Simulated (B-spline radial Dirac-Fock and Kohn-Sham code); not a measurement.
# Anomalous scattering factors of Xe, 827.6 eV to 5.4147 keV

Level of theory: the dispersion relation over Dirac-Hartree-Slater subshell photoionisation cross sections, with the Kissel-Pratt high-energy constant (isolated atom, no bound-bound lines or fine structure); a radial B-spline solver. The forward scattering factor is f₀ + f′ + i f″.

Edges near this range: L1 5453.0 eV, L2 5107.0 eV, L3 4786.0 eV, M1 1148.7 eV, M2 1002.1 eV, M3 940.6 eV, M4 689.0 eV, M5 676.4 eV.

```csv
hν (eV),λ (Å),f′ (e),f″ (e),tabulated f′,tabulated f″
827.6,14.98,-24.079,30.178,–,30.44
1000,12.40,-20.062,27.853,-19.51,28.10
1179,10.52,?,?,?,?
1253.6,9.890,-10.563,23.999,-10.81,22.71
1486.9,8.338,-7.216,19.449,-7.55,18.15
1519,8.162,-6.932,18.924,-7.22,17.65
1581,7.842,-6.457,17.967,-6.80,16.75
1614,7.682,-6.240,17.486,-6.58,16.30
1632,7.597,-6.131,17.232,-6.45,16.06
2000,6.199,-4.864,13.074,-5.18,12.15
2041,6.075,-4.800,12.710,-5.10,11.81
2984.4,4.154,-4.935,7.336,-5.18,7.02
3745,3.311,-6.216,5.190,-6.39,4.85
3848,3.222,-6.475,4.976,-6.69,4.63
4000,3.100,-6.917,4.685,-7.15,4.35
4510.9,2.749,-9.539,3.880,-9.83,3.56
4717,2.628,-12.875,3.615,-13.86,3.36
4825,2.570,-14.225,10.359,-14.31,10.44
4864,2.549,-12.725,10.384,-12.93,10.30
5414.7,2.290,-8.256,12.051,-8.49,11.69
```

Problem. What are f′ and f″ at 1179 eV?

Solution. f′ = -12.611 and f″ = 25.778 electrons (tables: -12.69 and 24.60). By the optical theorem f″ corresponds to a photoabsorption cross section 2 rₑ λ f″ = 1.53e+06 b.

Tabulated f′: xraylib 4.2 anomalous scattering factors (Cullen et al., EPDL97); f″: Chantler's tables (J. Phys. Chem. Ref. Data 1995 and 2000). Both are theoretical tables.

Values without a named source are computed, but for edge energies of neutral atoms, which are taken from tables.
